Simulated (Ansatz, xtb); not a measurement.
Complex: SiH4 (SMILES [SiH4]) (first 5 atoms) with H2S (SMILES S); geometry from B3LYP-D3(BJ)/def2-TZVP, rigid monomers moved along the line of their centres of mass till Si1···S6 is 3.39 Å.
(charge 0, multiplicity 1):
```xyz
8

Si     0.030    -0.044    -0.287
H     -0.705     1.128     0.239
H     -0.110    -0.071    -1.764
H     -0.545    -1.286     0.272
H      1.462     0.059     0.063
S      0.187     0.048     3.097
H     -0.332     1.278     2.962
H     -1.016    -0.537     2.992
```

Interaction energies are E(AB) − E(A) − E(B) at the monomers' geometry in the complex; basis-set methods are counterpoise corrected.

Frozen-core correlation. CBS: X⁻³ extrapolation of the correlation energy, Hartree–Fock from the larger set.

Codes used: Ansatz (a quantum-chemistry and plane-wave program) with Gaussian orbitals; xtb for the GFN methods. Values without a source in brackets are computed.

Problem. Predict the interaction energy from GFN1-xTB.

Solution. -35 kJ/mol
